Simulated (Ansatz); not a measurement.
Results of the Gaussian-basis code of Ansatz.

A structure relaxed at PBE0-D4/def2-TZVP, charge 0, multiplicity 1:

```json
{"atom": "O1", "x (Å)": "1.168", "y (Å)": "0.627", "z (Å)": "-0.224"}
{"atom": "Si2", "x (Å)": "-0.365", "y (Å)": "0.114", "z (Å)": "-0.118"}
{"atom": "F3", "x (Å)": "-0.759", "y (Å)": "-0.772", "z (Å)": "-1.376"}
{"atom": "I4", "x (Å)": "-0.692", "y (Å)": "-1.283", "z (Å)": "1.841"}
{"atom": "H5", "x (Å)": "1.884", "y (Å)": "0.017", "z (Å)": "-0.038"}
{"atom": "H6", "x (Å)": "-1.234", "y (Å)": "1.297", "z (Å)": "-0.086"}
```

(1) Give its formula and SMILES.

(2) Summarise the bond lengths by kind.

Answers

(1) FH2IOSi, `O[SiH](F)I`.

(2) 1 × O–Si 1.620 Å; 1 × H–O 0.959 Å; 1 × F–Si 1.588 Å; 1 × I–Si 2.429 Å; 1 × H–Si 1.468 Å.
